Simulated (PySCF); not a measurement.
Gas-phase reaction: ZnH2 + Br2 ⇌ ZnBr2 + 2 H

Computed with PySCF and rigid-rotor harmonic-oscillator thermochemistry at 1 bar. † marks an energy on the PBE0/def2-TZVP geometry and frequencies; other levels use their own. MP2 freezes the core. 6-31G* has spherical d functions here. Open shells (unrestricted): H (multiplicity 2); the rest are closed-shell singlets. B3LYP is the form with VWN-RPA correlation. Br, Zn: all electrons, no relativistic terms. ZnH2: computed as isolated molecules; such fragments, hydroxides, amides, oligomers or adducts are transient or little studied in the gas. MP2 isn't extrapolated to the basis-set limit; its ΔH°(298 K) is -24.1 kJ in def2-SVP and 31.2 kJ in def2-TZVPP. The harmonic model lacks anharmonicity and excited electronic states, which grow with temperature; levels with a mode under 35 cm⁻¹ are left out. Soft modes under 120 cm⁻¹ make the harmonic entropy rough for ZnBr2.

```
level               ΔE electronic, kJ  ΔH°(298 K), kJ  ΔS°(298 K), J/K  ΔG°(1400 K), kJ
------------------  -----------------  --------------  ---------------  ---------------
B3LYP/6-31G*                       68              50               85              -89
B3LYP/def2-TZVP†                  109              89               84              -50
HF/6-31G*                         -98            -116               85             -256
HF/def2-TZVP†                     -60             -79               84             -219
M06-2X/def2-TZVP†                  50              30               84             -109
MP2/def2-TZVPP†                    51              31               84             -108
PBE0/def2-TZVP                     72              52               84              -87
r2SCAN/def2-TZVP†                  78              59               84              -81
LDA/def2-TZVP†                    131             111               84              -29
ωB97X-V/def2-TZVP†                 81              62               84              -78
```
ΔH° is lowest at HF/6-31G* and highest at LDA/def2-TZVP†. No reference value is set beside these.
